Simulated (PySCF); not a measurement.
Structure problem from calculated spectra and properties.

Formula: CH3NOSi.

* Rotational structure: rotational constants A, B, C: 84.066, 2.443, 2.442 GHz [PBE0-D3(BJ)/def2-SVP]
* 13C NMR: chemical shifts (computed TMS as zero) by class: 126.2 (1 C) ppm [GIAO B3LYP/pcSseg-1]
* 1H NMR: chemical shifts (computed TMS as zero) by class: 4.69 (3 H) ppm [GIAO B3LYP/pcSseg-1]
* XPS: Si2p3/2 108.1, C1s 295.1, N1s 405.7, O1s 539.4, Si1s 1848.0 eV [ΔSCF SCAN, pcX-2 on the ionised atom, pcseg-1 elsewhere, spin-free X2C, 2p3/2 from a spin–orbit splitting computed afterwards within the 2p shell]
* Polarisability: 49.3 au [wB97X-D/def2-SVPD]
* NMR, other nuclei: isotropic shieldings of nuclei other than C and H, by class: 235 (1 N), 190 (1 O), 413 (1 Si) ppm [GIAO B3LYP/pcSseg-1]
* Triplet: lowest triplet excitation (Tamm–Dancoff): 6.70 eV [TDA wB97X-D/def2-SVPD]
* Dipole: 2.27 D [wB97X-D/def2-SVPD]
* UV, first state: lowest singlet excitation: 7.34 eV (169 nm, f = 0.000) [TDDFT wB97X-D/def2-SVPD]

The electronic properties come from PySCF, for the isolated species, density fitting. Levels stand in brackets. Geometry: PBE0-D3(BJ)/def2-SVP; no solvent, vibrations or thermal averaging. Each NMR value is the plain mean over a class of atoms that symmetry, rotation or inversion makes alike.

Question: Give a SMILES that accounts for the data.

Answer: The one carbon: carbon bonded to N and O (126.2 ppm). All hydrogens form one class (4.69 ppm): hydrogen on silicon. The other shieldings belong to: 235 ppm, nitrogen bonded to C and Si; 190 ppm, oxygen bonded to C; 413 ppm, silicon bonded to N and 3 H. The core levels belong to: Si2p3/2 108.1 eV, silicon bonded to N and 3 H; C1s 295.1 eV, carbon bonded to N and O; N1s 405.7 eV, nitrogen bonded to C and Si; O1s 539.4 eV, oxygen bonded to C; Si1s 1848.0 eV, silicon bonded to N and 3 H. By its constants the optimised geometry is a nearly prolate symmetric top. Structure: Si(NCO)H3, `[H][Si]([H])([H])N=C=O`. Computed isomers that give other values at the same levels: `N#C[SiH2]O` (core binding energies: Si2p3/2 108.8, C1s 292.1, N1s 405.6, O1s 539.5, Si1s 1848.8 eV). The assignments are read from this structure; whether some other isomer fits the data as well wasn't checked.
